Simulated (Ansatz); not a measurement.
`NB(Cl)Cl` + H₂O → `NB(O)Cl` + HCl at 298.15 K and 1 bar (formal hydrolysis of a B–Cl bond).

Gas-phase electronic energies from Ansatz, PBE0-D4/def2-TZVP geometries. CCSD(T)/CBS is the MP2 limit (def2-TZVPP, def2-QZVPP) plus CCSD(T) − MP2 in def2-TZVPP, frozen cores. This one scheme is used for every species. One conformer a species, not always the lowest.

| species | CCSD(T)/CBS energy (Eh) | H − E (kJ/mol) | S (J/(mol·K)) |
| --- | --- | --- | --- |
| `NB(Cl)Cl` | -1000.39362 | 104.1 | 294.0 |
| H₂O | -76.37941 | 66.4 | 188.7 |
| `NB(O)Cl` | -616.40523 | 139.9 | 293.5 |
| HCl | -460.38127 | 26.6 | 186.8 |

H − E and S are ideal-gas, rigid-rotor, harmonic terms from PBE0-D4/def2-TZVP, for one conformer and one mirror image of each species. 1 Eh = 2625.50 kJ/mol, R = 8.31446 J/(mol·K).

By hand: ΔE, ΔH, ΔS and ΔG.

ΔE = (-616.40523) + (-460.38127) − (-1000.39362) − (-76.37941) = -0.01347 Eh = -35.4 kJ/mol. Δ(H − E) = 139.9 + 26.6 − 104.1 − 66.4 = -4.0, so ΔH = -39.4 kJ/mol. ΔS = 293.5 + 186.8 − 294.0 − 188.7 = -2.4 J/(mol·K). ΔG = -39.4 − 298.15 × (-2.4)/1000 = -38.7 kJ/mol.

By hand: the equilibrium constant, and the temperature at which ΔG would vanish if ΔH and ΔS stayed fixed.

log₁₀ K = −ΔG/(RT ln 10) = 6.8. ΔG = 0 at ΔH/ΔS = 16417 K, far beyond where these terms or the molecules hold.

The number of gas molecules stays the same, so ΔS is small and ΔH decides. A doubt of 5 kJ/mol in ΔE shifts log₁₀ K by 0.9 here. Other conformers and mirror images would add mixing entropy, several J/(mol·K) or more a flexible species. These are equilibria of isolated gas molecules and say nothing of rates. Largest T1 diagnostic: 0.011 (customary marks: 0.02 for closed shells, 0.045 for open ones).
